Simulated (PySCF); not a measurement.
Diatomic cations of Ga with the sixth-period p block

MP2 with double-zeta basis sets in PySCF, for the lowest determinant that a PBE0 search found; no spin–orbit coupling. De refers to high-spin ground-configuration atoms (the charge goes to the atom of lower measured ionisation energy or higher electron affinity, which is not always the lowest computed limit).

| M | basis | reference, frozen orbitals | charged atom | state (unpaired electrons) | Re (Å) | ωe (cm⁻¹) | De (eV) |
| --- | --- | --- | --- | --- | --- | --- | --- |
| Tl | def2-SVP | UHF, 13 | Ga+ | doublet (σ ↑) | 3.438 | 75.1 | n/a |
| Pb | cc-pVDZ-PP | UHF, 8 | Ga+ | triplet (σ ↑, π ↑) | 3.162 | 92.4 | n/a |
| Bi | cc-pVDZ-PP | UHF, 8 | Ga+ | quartet (σ ↑, π ↑↑) | 3.104 | 85.3 | n/a |

The shortest bond is that of GaBi⁺ (3.104 Å), the longest that of TlGa⁺ (3.438 Å).

The rows differ in basis set, which adds steps of its own.

The state changes along the series, so neighbouring rows are not always alike in their bonding.

Correlated steps freeze the inner cores (8 to 13 orbitals); shallow outer-core shells are correlated. These are scalar-relativistic numbers at best; spin–orbit coupling would shift them, the dissociation energy most. States were picked by a PBE0 search and need not be the measured ground states.
